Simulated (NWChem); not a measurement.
System: CH$_{5}$NOTi; SMILES [Ti](=[O])([CH3])[NH2]

Input file for NWChem:

```
start job
memory heap 200 mb stack 900 mb global 1100 mb
geometry units angstroms noautosym nocenter noautoz
  Ti    -0.091931     0.044973    -0.094643
  O     -1.620591     0.207708     0.304495
  N      0.923623     1.556472     0.383068
  H      1.941596     1.566905     0.440810
  H      0.564498     2.408878     0.806278
  C      0.684608    -1.885253     0.274311
  H      0.728435    -2.034079     1.369474
  H      1.709087    -2.024929    -0.117470
  H      0.045119    -2.692002    -0.124728
end
basis spherical
  * library def2-svpd
end
dft
  xc xpbe96 cpbe96
  iterations 150
end
property
  response 1 0.0
end
task dft property
```

NWChem printed, in part:

```
             Northwest Computational Chemistry Package (NWChem) 7.3.0
             --------------------------------------------------------

                             Geometry "geometry" -> ""
                             -------------------------

 Output coordinates in angstroms (scale by  1.889725989 to convert to a.u.)

  No.       Tag          Charge          X              Y              Z
 ---- ---------------- ---------- -------------- -------------- --------------
    1 Ti                  22.0000    -0.09193100     0.04497300    -0.09464300
    2 O                    8.0000    -1.62059100     0.20770800     0.30449500
    3 N                    7.0000     0.92362300     1.55647200     0.38306800
    4 H                    1.0000     1.94159600     1.56690500     0.44081000
    5 H                    1.0000     0.56449800     2.40887800     0.80627800
    6 C                    6.0000     0.68460800    -1.88525300     0.27431100
    7 H                    1.0000     0.72843500    -2.03407900     1.36947400
    8 H                    1.0000     1.70908700    -2.02492900    -0.11747000
    9 H                    1.0000     0.04511900    -2.69200200    -0.12472800

 Effective nuclear repulsion energy (a.u.)     209.9259245293

  pbe96 is a nonlocal functional; adding pw91lda local functional.
                              NWChem Property Module
                              ----------------------

                                 NWChem DFT Module
                                 -----------------

 Summary of "ao basis" -> "ao basis" (spherical)
 ------------------------------------------------------------------------------
       Tag                 Description            Shells   Functions and Types
 ---------------- ------------------------------  ------  ---------------------
 Ti                        def2-svpd                12       34   5s4p2d1f
 O                         def2-svpd                 9       23   4s3p2d
 N                         def2-svpd                 8       20   4s2p2d
 H                         def2-svpd                 4        8   2s2p
 C                         def2-svpd                 8       20   4s2p2d

            General Information
            -------------------
          SCF calculation type: DFT
          Wavefunction type:  closed shell.
          No. of atoms     :     9
          No. of electrons :    48
           Alpha electrons :    24
            Beta electrons :    24
          Charge           :     0
          Spin multiplicity:     1
          Use of symmetry is: off; symmetry adaption is: off
          Maximum number of iterations: 150
          AO basis - number of functions:   137
                     number of shells:    57
          Convergence on energy requested:  1.00D-06
          Convergence on density requested:  1.00D-05
          Convergence on gradient requested:  5.00D-04

              XC Information
              --------------
          PerdewBurkeErnzerhof Exchange Functional  1.000
            Perdew 1991 LDA Correlation Functional  1.000 local
           PerdewBurkeErnz. Correlation Functional  1.000 non-local

             Grid Information
             ----------------
          Grid used for XC integration:  medium
          Radial quadrature: Mura-Knowles
          Angular quadrature: Lebedev.
          Tag              B.-S. Rad. Rad. Pts. Rad. Cut. Ang. Pts.
          ---              ---------- --------- --------- ---------
          Ti                  1.40      112          10.0       590
          O                   0.60       49          11.0       434
          N                   0.65       49          11.0       434
          H                   0.35       45          13.0       434
          C                   0.70       49          11.0       434
          Grid pruning is: on
          Number of quadrature shells:   484
          Spatial weights used:  Erf1

      Superposition of Atomic Density Guess
      -------------------------------------

 Sum of atomic energies:       -1017.31901334

      Non-variational initial energy
      ------------------------------

 Total energy =   -1018.176536
 1-e energy   =   -1808.624478
 2-e energy   =     580.522018
 HOMO         =      -0.336399
 LUMO         =      -0.075582

[...]

 DFT Linear Response polarizability / au
 Frequency  =       0.0000000 / au
              X              Y              Z
 -----------------------------------------------
 X      66.1071285      0.2036649      0.8331954
 Y       0.2036628     76.5099204      1.1168381
 Z       0.8331946      1.1168342     45.5521298
 -----------------------------------------------
 Eigenvalues =      66.1349211     76.5553901     45.4788675
 Isotropic   =      62.7230596
 Anisotropic =      27.3953370
 -----------------------------------------------

 Magnetic Dipole Response Matrix (nonzero elements):

 Exiting AOResponse driver routine
```

Level: PBE/def2-SVPD. All runs use the structure optimised with PBE0/def2-SVP.
